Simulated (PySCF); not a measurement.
This PySCF input asks for the NMR shieldings of SMILES CCPc1ccc(F)cc1, C₈H₁₀FP; the geometry comes from GFN2-xTB.

```python
import basis_set_exchange as bse
import numpy as np
from pyscf import gto, dft
from pyscf.prop import nmr

atoms = """
C     3.460374    0.264292   -0.764211
C     1.938712    0.275800   -0.811347
P     1.223201    0.642486    0.876483
C    -0.509912    0.186456    0.501214
C    -1.074470   -1.009532    0.929997
C    -2.393136   -1.309266    0.641434
C    -3.139720   -0.397072   -0.081451
F    -4.425416   -0.688235   -0.372164
C    -2.609537    0.806289   -0.512255
C    -1.293236    1.093839   -0.207432
H     3.817731   -0.518321   -0.097233
H     3.837919    1.217642   -0.400301
H     3.870638    0.085289   -1.756274
H     1.550868   -0.680909   -1.171821
H     1.589631    1.059820   -1.489721
H     1.560911   -0.601576    1.428173
H    -0.480017   -1.711862    1.497432
H    -2.842441   -2.234631    0.966514
H    -3.225192    1.496304   -1.067765
H    -0.862057    2.033866   -0.522003
"""
names = dict.fromkeys(["C", "P", "F", "H"], "pcSseg-1")
basis = {el: gto.basis.parse(bse.get_basis(n, elements=[el], fmt="nwchem")) for el, n in names.items()}
mol = gto.M(atom=atoms, basis=basis, charge=0, verbose=0)
mf = dft.RKS(mol, xc="PBE0")
mf.grids.level = 2
mf.grids.alignment = dft.numint.BLKSIZE   # the property module wants whole blocks of grid points
mf.conv_tol = 1e-9
mf.kernel()

calc = nmr.RKS(mf)   # GIAO
C = mf.mo_coeff
Co = C[:, mf.mo_occ > 0]
resp = mf.gen_response(singlet=True, hermi=2)
def vind(x):   # induced exchange potential for any number of trial vectors
    d = np.einsum("pi,xij,qj->xpq", C, 2 * x.reshape(-1, C.shape[1], Co.shape[1]), Co, optimize=True)
    return np.einsum("xpq,pi,qj->xij", resp(d - d.transpose(0, 2, 1)), C, Co, optimize=True).ravel()
mo1, _ = nmr.rhf.solve_mo1(calc, with_cphf=vind)
sigma = calc.kernel(mo1)
for i, s in enumerate(sigma):   # ppm
    print("%2d %-2s %9.2f" % (i, mol.atom_pure_symbol(i), np.trace(s) / 3))
```

Q: What does it print?

A: 
```
 0 C     172.35
 1 C     158.56
 2 P     376.19
 3 C      45.41
 4 C      46.91
 5 C      65.29
 6 C      14.24
 7 F     288.02
 8 C      65.57
 9 C      47.47
10 H      30.73
11 H      30.39
12 H      30.16
13 H      29.58
14 H      30.16
15 H      27.77
16 H      23.86
17 H      24.46
18 H      24.40
19 H      24.12
```

These numbers come from an equivalent density-fitted implementation of the same equations, which agrees with the script to about 0.01 ppm for H and up to a few tenths of a ppm for heavy atoms, so last digits may differ.

Size and cost of the density-fitted run: 227 basis functions, 63 s wall time on 1 thread of an Arm Neoverse V1, shared host; peak memory 0.99 GiB.
